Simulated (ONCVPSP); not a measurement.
# Br (Z = 35): one change to an ONCV potential, before and after

```
Element                 : Br (Z = 35)
Generator               : ONCVPSP 4.0.1
Type                    : optimised norm-conserving Vanderbilt (ONCV)
Functional              : PBEsol
Relativity              : scalar-relativistic
Frozen core             : [Ar] 3d10
Valence charge          : 7
Reference configuration : 4s2 4p5
Partial waves           : 4s: rc 1.45 bohr, ncon 4, nbas 8, qcut 4.4 1/bohr, local; 4p: rc 1.80 bohr, ncon 4, nbas 9, qcut 4.1 1/bohr, 2 projectors, debl 3.7 Ha
Local potential         : the s channel
Core correction         : none
```

Change: s: qcut 3.7; p: qcut 3.4.

Cutoffs: the cutoffs (Ha) at which the residual kinetic energy of the hardest occupied pseudo-wave falls to 1 and 0.1 mHa per electron; they do not see the model core or the augmentation charge, which bear on the density cutoff. Errors are all-electron minus pseudo energies relative to the spin-unpolarised reference configuration.

**Question.** Predict the effect on cutoff, ghosts and configuration errors.

**Answer.** The potential gets harder (32 Ha and 75 Ha → 67 Ha and 82 Ha); of the 4 tests that both files solve, the error grows in 1 and shrinks in 0 by more than 15 % and 0.3 meV (median size 11.5 → 11.2 meV); neither file shows a bound ghost.

```tsv
quantity	base	changed
cutoff, loose	32 Ha	67 Ha
cutoff, tight	75 Ha	82 Ha
loose cutoff by channel	s 32 Ha, p 8.2 Ha	s 67 Ha, p 8.7 Ha
bound ghosts	none	none
GHOST(+) flags under 300 eV	none	none
error for 4s2 4p4, meV [ΔE 12.55 eV]	-4.3	-4.1
error for 4s2 4p3, meV [ΔE 35.33 eV]	-19	-17
error for 4s2 4p2, meV [ΔE 69.33 eV]	-50	-45
error for 4s1 4p6, meV [ΔE 12.38 eV]	+4.4	+5.1
s: phases at 1.48 bohr within 0.05 rad from the reference energy up to (Ha; the scan ends near 5)	3.2	2.3
p: phases at 1.83 bohr within 0.05 rad from the reference energy up to (Ha; the scan ends near 5)	4.4	4.5
```
